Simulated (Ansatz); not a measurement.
```yaml
crystal:
  periodic: [false, false, false]
  atoms:
    - {symbol: C, position_ang: [0.047126, -1.279379, 0.897942]}
    - {symbol: S, position_ang: [1.315942, -1.053256, -0.167224]}
    - {symbol: Zr, position_ang: [0.001312, 1.243004, -1.058494]}
    - {symbol: Cl, position_ang: [-1.696576, 0.321072, -2.152444]}
    - {symbol: Cl, position_ang: [1.898171, 2.279928, -2.169448]}
    - {symbol: Cl, position_ang: [-0.282610, 2.394781, 0.874217]}
    - {symbol: H, position_ang: [0.399771, -1.215060, 1.825817]}
    - {symbol: H, position_ang: [-1.078246, -0.690227, 0.711494]}
    - {symbol: H, position_ang: [-0.252411, -2.119449, 0.597558]}
basis:
  gaussian: {orbitals: def2-TZVPD}
total_charge: 1
magnetization: {spin_polarized: true, initial_magnetization: 1}
hamiltonian: {xc: {name: SVWN5}}
relax: {f_tol: 0.001, max_steps: 3}
output: {forces: true}
```

```sh
$ ansatz run in.yaml --threads 4 --pin off --events-out ev --progress --plain --max-ram 11315MiB
```

Output, abridged:

```
Functional definition: SVWN5
1781 factors; their error is unknown
mean field evaluation 1: about -50583.2342 eV, gradient 5.7e1 eV
mean field evaluation 2: about -50550.1723 eV, gradient 8.7e1 eV
mean field evaluation 4: about -50595.2308 eV, gradient 2.1e1 eV
mean field evaluation 8: about -50597.6178 eV, gradient 3.3e-1 eV
mean field evaluation 16: about -50597.5944 eV, gradient 4.4e-3 eV
mean field -50597.59437431 eV, -1859.4272969747 hartree, gradient 1.5e-5 eV, S^2 0.752346; 6 other end points of the search recorded, 0 dependent functions left out
reference -50597.59446005 eV, -1859.4273001253 hartree; 44, 43 occupied and 244, 245 virtual orbitals, 1781 factors
relax step   1: F+E_penalty+E_count = -50597.59437431 eV  Δ(F+E_penalty+E_count) = +0.000e0 eV  max|allowed force component| = 8.108e0 eV/Å  Δτ_max = 0.0000 Å  (127 SCF iters, accepted)
1781 factors; their error is unknown
mean field -50599.31713962 eV, -1859.4906074320 hartree, gradient 3.7e-5 eV, S^2 0.752028; 0 other end points of the search recorded, 0 dependent functions left out
reference -50599.31722428 eV, -1859.4906105431 hartree; 44, 43 occupied and 244, 245 virtual orbitals, 1781 factors
relax step   2: F+E_penalty+E_count = -50599.31713962 eV  Δ(F+E_penalty+E_count) = -1.723e0 eV  max|allowed force component| = 2.618e0 eV/Å  Δτ_max = 0.1948 Å  (46 SCF iters, accepted)
1781 factors; their error is unknown
mean field evaluation 64: about -50599.6293 eV, gradient 2.5e-5 eV
mean field -50599.62934876 eV, -1859.5020809065 hartree, gradient 2.5e-5 eV, S^2 0.752042; 0 other end points of the search recorded, 0 dependent functions left out
reference -50599.62943302 eV, -1859.5020840027 hartree; 44, 43 occupied and 244, 245 virtual orbitals, 1781 factors
relax step   3: F+E_penalty+E_count = -50599.62934876 eV  Δ(F+E_penalty+E_count) = -3.122e-1 eV  max|allowed force component| = 7.481e-1 eV/Å  Δτ_max = 0.1573 Å  (45 SCF iters, accepted)
Error: geometry relaxation did not converge after 3 steps: max|allowed force component| = 7.48e-1 eV/Å (threshold 1.0e-3). Raise `relax.max_steps` over both its present limit and 3, loosen `relax.f_tol`, or start from a geometry closer to equilibrium. Where this run's directory can be resumed (`checkpoint.write`), a resume goes on for up to `relax.max_steps` more
```

Question: What is wrong with this run?

Answer: The relaxation is allowed too few steps for its threshold. The run did not converge.
